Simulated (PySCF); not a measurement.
# Reading the logs of faulty runs: AlCClH3O

Calculated results; nothing here was measured. They come from PySCF 2.14.0, an open-source quantum chemistry program, on an isolated molecule that a program drew, which may never have been made. The molecule is AlCClH3O (charge 0, doublet), drawn as the SMILES string `[CH2][Al]([OH])[Cl]`.

Each row is a Hartree-Fock (HF) and frozen-core CCSD(T) single point in the cc-pV(D+d)Z basis, meant for a local HF minimum. Run 1 is clean. Each other run has one planted mistake out of seven kinds, and not every kind appears here: one electron removed, one electron added, multiplicity raised by two, geometry at a saddle point, minimal basis STO-3G, one bond length entered in bohr, all coordinates scaled. The reference is restricted for singlets and unrestricted otherwise, and also for a bond in bohr. Adding or removing an electron swaps singlet and doublet. Electrons count all cores. HOMO and LUMO are orbital energies over both spins, the gradient is its largest component, and the lowest frequency (negative if imaginary) is given only where the gradient is small. Bond lengths are over the 6 bonds as drawn. T1 is the CCSD diagnostic: over 0.02 (restricted) or 0.045 (unrestricted) a single reference is doubtful.

Geometry of the clean run:
```xyz
7
AlCClH3O, angstrom
C     0.8074   -3.0897    0.0862
Al    0.7057   -1.2872   -0.5334
O    -0.2548   -0.8929   -1.8521
Cl    1.7997    0.2461    0.4281
H     0.2620   -3.9099   -0.3764
H     1.4128   -3.4039    0.9337
H    -0.3954   -0.0533   -2.2561
```

| run | electrons | basis functions | <S^2> | HOMO (eV) | LUMO (eV) | gradient (hartree/bohr) | lowest frequency (cm^-1) | mean bond (Å) | longest bond (Å) | T1 | HF (hartree) | CCSD(T) (hartree) | mistake |
|---|---|---|---|---|---|---|---|---|---|---|---|---|---|
| 1 | 47 | 89 | 0.758 | -10.74 | 1.31 | 2.4e-05 | 173 | 1.4700 | 2.115 | 0.0118 | -816.01564 | -816.56155 | no fault |
| 2 | 47 | 89 | 0.763 | -10.84 | 1.06 | 5.6e-02 | - | 1.5788 | 2.271 | 0.0143 | -815.98300 | -816.53899 | all coordinates scaled |
| 3 | 47 | 31 | 0.767 | -9.29 | 6.72 | 6.6e-02 | - | 1.4700 | 2.115 | 0.0151 | -806.67996 | -806.80929 | minimal basis STO-3G |
| 4 | 47 | 89 | 3.767 | -4.16 | -3.20 | 1.5e-01 | - | 1.4700 | 2.115 | 0.0828 | -815.73974 | -816.28105 | multiplicity raised by two |
| 5 | 48 | 89 | 0.000 | -1.02 | 8.07 | 8.0e-02 | - | 1.4700 | 2.115 | 0.0134 | -815.99426 | -816.58337 | one electron added |
| 6 | 46 | 89 | 0.000 | -16.91 | -7.74 | 9.0e-02 | - | 1.4700 | 2.115 | 0.0192 | -815.68046 | -816.21141 | ? |

**Which mistake was planted in run 6, and what did it cost?**

It counts 46 electrons, one fewer than the clean run, at the same geometry and basis. So the mistake is: one electron removed. Subtracting run 1 and multiplying by 627.51 kcal/mol a hartree, the energy moved by 210.3 kcal/mol in HF and 219.7 kcal/mol in CCSD(T).

Cautions from the logs. Run 4: T1 is over the limit, so its CCSD(T) energy is less reliable.
